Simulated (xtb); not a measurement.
Nb(S)(F)(NH2)2 (FH₄N₂NbS), SMILES [NH2][Nb]([NH2])([F])=[S], multiplicity 1. All values are semi-empirical tight-binding results from xtb (GFN2-xTB unless named), good for trends rather than for accurate numbers. The structure is a stationary point at GFN2-xTB. The multiplicity is an assumed one; other spin states were not compared. The values are those of a single conformer.

Optimised geometry:

Bonded distances (Å): Nb1–S2 2.220, Nb1–F3 1.876, Nb1–N4 1.954, Nb1–N7 1.954, N4–H5 1.023, N4–H6 1.022, N7–H8 1.022, N7–H9 1.023. Bond angles (°): S2–Nb1–F3 104.2, S2–Nb1–N4 102.2, S2–Nb1–N7 102.2, F3–Nb1–N4 116.3, F3–Nb1–N7 116.3, N4–Nb1–N7 112.9, Nb1–N4–H5 125.0, Nb1–N4–H6 127.5, H5–N4–H6 107.4, Nb1–N7–H8 127.5, Nb1–N7–H9 125.0, H8–N7–H9 107.4.
Charge 0, spin multiplicity 1.

For metal compounds this method's bond lengths and energies can be far off.

Computed properties:
```json
{
  "point_group_as_xtb_finds_it": "Cs",
  "orbital_gap": "2.34 eV",
  "zero_point_energy": "30.8 kcal/mol",
  "G − E(el) at 298.15 K (modified RRHO)": "9.6 kcal/mol"
}
```

Task: Give the atomic charges and the Wiberg bond orders between heavy atoms. (Estimate from the structure and the level; the computed values follow.)

Result: charges (e) Nb1 0.38, S2 -0.13, F3 -0.31, N4 -0.35, H5 0.19, H6 0.20, N7 -0.35, H8 0.20, H9 0.19. Bond orders Nb1–S2 2.50, Nb1–F3 1.03, Nb1–N4 1.32, Nb1–N7 1.32.
